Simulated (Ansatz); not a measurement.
**One elementary step**

Start structure (BSiH$_{5}$Cl$_{2}$O, closed shell), relaxed at PBE0-D4/def2-TZVP:

```
10
angstrom
B -0.9016 0.3170 -1.1406
H -0.7586 1.0832 -2.0434
Cl -0.4510 -1.4080 -1.5577
Cl -2.5099 0.4884 -0.2940
H -0.0430 1.5192 0.4041
O 0.1964 0.6952 -0.0383
Si 0.9585 -0.5014 0.9557
H 1.4865 0.3654 2.0384
H -0.0341 -1.4498 1.4857
H 2.0568 -1.1092 0.1900
```

The step: BHCl₂ ([Cl][BH][Cl]) + SiH₄O ([OH][SiH3]) → BSiH₃Cl₂O ([SiH3][O][B]([Cl])[Cl]) + H₂; bonds formed: H2–H5; dative contacts that become bonds: B1–O6; bonds broken: B1–H2, H5–O6. Ansatz 0.2.0; basis: def2-TZVPP and def2-QZVPP; cores frozen in the correlated methods. Extrapolation: Hartree–Fock as exp(−7.88 √X), correlation as X^−2.97. Energies below are by CCSD(T) at an estimated basis limit (MP2 extrapolated from triple and quadruple zeta, plus CCSD(T) − MP2 in triple zeta).

(1) What are the electronic barrier and the energy of the step, from the start structure to the end structure? (To be estimated.)

The T1 diagnostic stays at or below 0.012.

## Answers

(1) By the calculation: Barrier 127.4 kJ/mol; step energy -72.4 kJ/mol (downhill); reverse barrier, their difference, 199.9 kJ/mol. Barrier and step energy count from the start structure, the reverse barrier from the end structure.

The saddle point: One imaginary mode of 1450i cm⁻¹.
```csv
pair,start (Å),saddle (Å),end (Å)
B1–O6,1.60,1.52,1.33
H2–H5,2.59,1.05,0.75
B1–H2,1.19,1.34,3.16
H5–O6,0.97,1.23,3.25
```

Zero-point energy (harmonic, PBE0-D4): ZPE is 151.4 kJ/mol at the start and 137.3 kJ/mol at the saddle, so the barrier goes from 127.4 to 113.3 kJ/mol.

The step is the kind of ligand exchange by which a precursor binds to a hydroxyl group, or is hydrolysed, in atomic layer deposition of oxides.

Labels in which every atom is bracketed show which atoms are joined, not bond orders.

For scale, one of the runs: CCSD(T)/def2-TZVPP, 258 basis functions, launched by `ansatz run in.yaml --threads 8 --pin off --events-out ev --progress --plain --max-ram 19148MiB`. The run took 49 s on 8 CPU threads of an Intel Xeon Platinum 8259CL (shared host), with 5.7 GiB of host memory at its peak.
